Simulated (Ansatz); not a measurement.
Input for Ansatz (an electronic-structure program): R-B3LYP/def2-TZVPPD on HBr (SMILES Br). Files ending in .json are basis or fitting sets from the Basis Set Exchange.

Ansatz 0.2 input:
```yaml
crystal:
  periodic: [false, false, false]
  atoms:
    - {symbol: Br, position_ang: [0.40583595, 0.01164975, 3.60684221]}
    - {symbol: H, position_ang: [0.33773281, -0.00472092, 2.09487506]}
basis:
  gaussian:
    orbitals: def2-TZVPPD.json
hamiltonian:
  xc: {name: B3LYP}
scf: {lower_state_search: off}
```

It printed:

```
WARN ansatz: RAYON_NUM_THREADS=2 ignored (pool sized by the plan → 2); use --threads N
Functional definition: B3LYP
these checks for a lower state are left out or cut short: stability, starts, cluster_reference, orbital_swaps, neighbouring_geometries, increment
integrals: 0.01 GiB planned
515 factors; their error is unknown
mean field: 0.19 GiB planned
mean field evaluation 1: about -70063.1463 eV, gradient 7.6e0 eV
mean field evaluation 2: about -70063.1994 eV, gradient 4.9e0 eV
mean field evaluation 4: about -70063.2761 eV, gradient 1.1e-1 eV
mean field evaluation 8: about -70063.5328 eV, gradient 3.6e-1 eV
mean field -70063.53292712 eV, -2574.7873443032 hartree, gradient 4.4e-6 eV, S^2 0.000000; 0 other end points of the search recorded, 0 dependent functions left out
reference -70063.53311766 eV, -2574.7873513055 hartree; 18, 18 occupied and 56, 56 virtual orbitals, 515 factors
Total energy: -70063.53311766 eV, -2574.7873513055 hartree
Checks for a lower state left out: stability, starts, cluster_reference, orbital_swaps, neighbouring_geometries, increment
```

The run converged.

Cost: around 0.6 core-seconds (rough).
